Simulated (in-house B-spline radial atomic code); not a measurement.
A fraction x of an electron is removed from 3d in the zinc ion Zn³⁺, starting from [Ar] 3d9 and keeping the highest spin. All numbers are computed (scalar-relativistic (X2C) B97-1, spin-polarised, spherical fractional occupations; Fermi nucleus of rms radius 3.9283 fm) with a radial B-spline atomic code at the basis-set limit, not measured.

Caution: exact exchange at fractional occupations of open shells leaves self-interaction of up to several eV.

| x | E(x) - E(0) (eV) | 3d down level (eV) |
| --- | --- | --- |
| 0 | 0.0000 | -51.656 |
| 0.06 | 3.1349 | -52.842 |
| 0.21 | 11.2856 | -55.843 |
| 0.28 | 15.2442 | -57.261 |
| 0.43 | 24.0634 | -60.337 |
| 0.5 | 28.3377 | -61.789 |
| 0.55 | 31.4532 | -62.833 |
| 0.68 | 39.7991 | -65.571 |
| 0.8 | 47.8209 | -68.131 |
| 0.93 | 56.8599 | -70.937 |
| 1 | 61.8789 | -72.463 |

The exact functional would give a straight line between the two integer points. Deviations E(x) - E(0) - x[E(1) - E(0)], in eV: -0.578 at x = 0.06, -1.709 at x = 0.21, -2.082 at x = 0.28, -2.545 at x = 0.43, -2.602 at x = 0.5, -2.58 at x = 0.55, -2.279 at x = 0.68, -1.682 at x = 0.8, -0.687 at x = 0.93.

The curve lies below the straight line by up to 2.602 eV (at x = 0.5): convex, the delocalisation error, to which spherically averaged exact exchange adds.

(1) How well does Slater's transition state (minus the level at half occupation) give the ionisation energy?

Answers

(1) It gives 61.789 eV against 61.879 eV from the two total energies; NIST lists 59.57 eV, ground level to ground level. The end point has an open shell averaged over its orbitals, so its exact exchange keeps a self-interaction and this is no true integer point.
